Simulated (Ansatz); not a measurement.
`B[Si](F)(F)F`. Charge 0, multiplicity 1. The structure was optimised at the PBE0-D4/def2-TZVP level.

```xyz
7

B    -0.181    1.202   -0.145
Si    0.094   -0.768    0.098
F     1.528   -1.036    0.711
F    -0.951   -1.457    1.063
F     0.007   -1.542   -1.279
H     0.449    1.780   -0.976
H    -0.946    1.821    0.527
```

Problem. What is the dipole moment at r2SCAN/def2-TZVPP? (Estimate.)

Solution. Ansatz gave: 1.96 D, with components (-0.32, 1.92, -0.24) D in this frame, pointing from negative to positive charge.

Problem. And with PBE, B3LYP, ωB97M-V? (An estimate is asked.)

Solution. Ansatz gave: PBE 1.91 D, B3LYP 2.06 D, ωB97M-V 2.03 D.

Problem. Give the Mulliken charges with r2SCAN, PBE, B3LYP in def2-TZVPP. (Best estimate.)

Solution. Ansatz gave: 
| atom | r2SCAN | PBE | B3LYP |
| --- | --- | --- | --- |
| B1 | -0.10 | -0.12 | -0.13 |
| Si2 | 0.92 | 0.78 | 0.88 |
| F3 | -0.29 | -0.25 | -0.30 |
| F4 | -0.30 | -0.26 | -0.30 |
| F5 | -0.30 | -0.25 | -0.30 |
| H6 | 0.03 | 0.05 | 0.07 |
| H7 | 0.04 | 0.06 | 0.08 |

B3LYP here is the variant with VWN-RPA as its local correlation; programs differ in this.
